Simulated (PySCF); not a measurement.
Excitations are Tamm–Dancoff values on a coarser integration grid. The basis has no diffuse functions, so Rydberg states are missing or too high.

Cartesian coordinates (Å):
```xyz
10

N     -0.4139     1.7654    -0.9428
In     0.0053    -0.0228    -0.0606
N      1.9472    -0.6016     0.1526
N     -1.4786    -1.4019     0.1577
H     -1.3465     2.1392    -0.7897
H      0.2564     2.5143    -0.7912
H      2.6268     0.1381     0.3073
H      2.1284    -1.3436     0.8232
H     -2.4150    -1.0397     0.3159
H     -1.3100    -2.1475     0.8276
```
Charge 0, spin multiplicity 1.

Q: Estimate the S1 oscillator strength, S1–T1 gap (TDA) and HOMO that PySCF 2.14.0 with M06-2X/def2-TZVP // PBE0-D3(BJ)/def2-SVP returns for this input.

A: 
```
Item                      Result
----------------------  --------
S1 oscillator strength     0.049
S1–T1 gap (TDA)          0.76 eV
HOMO                    -8.18 eV
```
